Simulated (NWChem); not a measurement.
# WF5 cation; SMILES [F][W+]([F])([F])([F])[F]

Program: NWChem. The geometry was optimised at PBE0/def2-SVP. This spin state was assumed; another may lie lower. def2 effective core potentials on W; no spin-orbit coupling. Vertical excitations in the gas phase.

Task: Estimate the computed values for B3LYP/def2-SVP, TDA. Quantities: lowest excitation, singlet (eV); oscillator strength of that lowest state; orbital gap (eV).

Result: 
* **lowest excitation, singlet (eV)**: 6.05
* **oscillator strength of that lowest state**: 0.000
* **orbital gap (eV)**: 7.62
